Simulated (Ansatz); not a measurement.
Start from `BN([SiH3])[SiH2]Cl` and change one atom or group to get `C=CN([SiH3])[SiH2]Cl`.

Ansatz, PBE0-D4/def2-TZVP geometries, multiplicity 1. Each molecule was computed in one conformer, which needn't be the lowest.

```csv
property,`BN([SiH3])[SiH2]Cl`
HOMO energy (B3LYP/def2-TZVPP) / eV,-8.56
HOMO energy (PBE0/def2-TZVPP) / eV,-8.79
size of the dipole moment (B3LYP/def2-TZVPP) / D,1.09
size of the dipole moment (PBE/def2-TZVPP) / D,1.03
HOMO–LUMO gap (ωB97M-V/def2-TZVPP) / eV,12.00
HOMO–LUMO gap (PBE0/def2-TZVPP) / eV,7.90
```

(1) What does the change do to each property? (An estimate is asked.)

Answers

(1) Ansatz gave: 
```csv
property,`C=CN([SiH3])[SiH2]Cl`,shift
HOMO energy (B3LYP/def2-TZVPP) / eV,-6.42,2.14
HOMO energy (PBE0/def2-TZVPP) / eV,-6.64,2.15
size of the dipole moment (B3LYP/def2-TZVPP) / D,0.86,-0.23
size of the dipole moment (PBE/def2-TZVPP) / D,0.77,-0.26
HOMO–LUMO gap (ωB97M-V/def2-TZVPP) / eV,10.67,-1.33
HOMO–LUMO gap (PBE0/def2-TZVPP) / eV,6.81,-1.09
```

With PBE0 the HOMO rises by 2.15 eV and the LUMO rises by 1.06 eV, so the gap narrows by about 1.09 eV. PBE moves the HOMO by 2.00 eV and ωB97M-V by 2.20 eV. Dipoles are sizes alone; their direction can turn.

B3LYP here is the variant with VWN-RPA as its local correlation; programs differ in this.
